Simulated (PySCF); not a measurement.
HOSi, SMILES [OH+]=[Si] (connectivity only; charge and spin as stated), charge +1, multiplicity 1. Geometry: B3LYP-D3(BJ)/def2-TZVPD. The isomer is the one that the SMILES or the coordinates give; other isomers of the formula were not compared.

TDA-CAM-B3LYP/def2-TZVPD run with PySCF puts the lowest singlet excitations at 7.55, 7.71, 7.71, 7.93, 7.93, 9.62 eV.

Problem. What are the lowest excitation roots from ADC(3)/aug-cc-pVDZ run with PySCF 2.14.0? (Estimate from the structure and the level; the computed values follow.)

Solution. 7.53, 7.53, 8.11, 8.11, 8.15, 9.73 eV. S1 differs by -0.03 eV (second minus first; roots are paired by order, and the bases may differ).
